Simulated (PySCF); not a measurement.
CrH₄O₅, multiplicity 1.

```xyz
10

Cr    -0.0999     0.1247     0.0000
O     -0.3308     1.6583     0.0000
O      0.6073    -1.6031     0.0000
H      1.5751    -1.6416     0.0000
O     -0.9574    -0.2850    -1.4615
H     -0.7126    -1.2098    -1.6507
O      1.6898     0.4695     0.0000
H      1.8363     1.4301     0.0000
O     -0.9574    -0.2850     1.4615
H     -0.7126    -1.2098     1.6507
```
Charge 0, spin multiplicity 1.

The structure is a stationary point at B3LYP-D3(BJ)/def2-SVP. The multiplicity is an assumed one; other spin states were not compared. One conformer was computed; it need not be the lowest.

Calculation: PBE0/pcSseg-1 run with PySCF. Non-relativistic, no solvent.

Give the absolute GIAO shielding of each atom: isotropic value and principal components (ppm). (An estimate is asked for; the answer gives what the named calculation found.)


```json
[
 {"atom": "Cr1", "σ(iso)": "-3730.5", "σ11": "-4261.9", "σ22": "-4054.5", "σ33": "-2874.9", "span": "1387.0"},
 {"atom": "O2", "σ(iso)": "-1103.1", "σ11": "-1764.3", "σ22": "-1686.9", "σ33": "141.8", "span": "1906.1"},
 {"atom": "O3", "σ(iso)": "-140.1", "σ11": "-754.6", "σ22": "126.4", "σ33": "207.8", "span": "962.4"},
 {"atom": "H4", "σ(iso)": "17.4", "σ11": "4.4", "σ22": "20.2", "σ33": "27.4", "span": "23.0"},
 {"atom": "O5", "σ(iso)": "-205.0", "σ11": "-907.9", "σ22": "138.6", "σ33": "154.2", "span": "1062.1"},
 {"atom": "H6", "σ(iso)": "15.6", "σ11": "-1.0", "σ22": "21.8", "σ33": "26.0", "span": "27.0"},
 {"atom": "O7", "σ(iso)": "-188.0", "σ11": "-953.3", "σ22": "54.9", "σ33": "334.3", "span": "1287.6"},
 {"atom": "H8", "σ(iso)": "13.9", "σ11": "-3.5", "σ22": "19.4", "σ33": "25.9", "span": "29.3"},
 {"atom": "O9", "σ(iso)": "-205.0", "σ11": "-907.9", "σ22": "138.6", "σ33": "154.2", "span": "1062.1"},
 {"atom": "H10", "σ(iso)": "15.6", "σ11": "-1.0", "σ22": "21.8", "σ33": "26.0", "span": "27.0"}
]
```
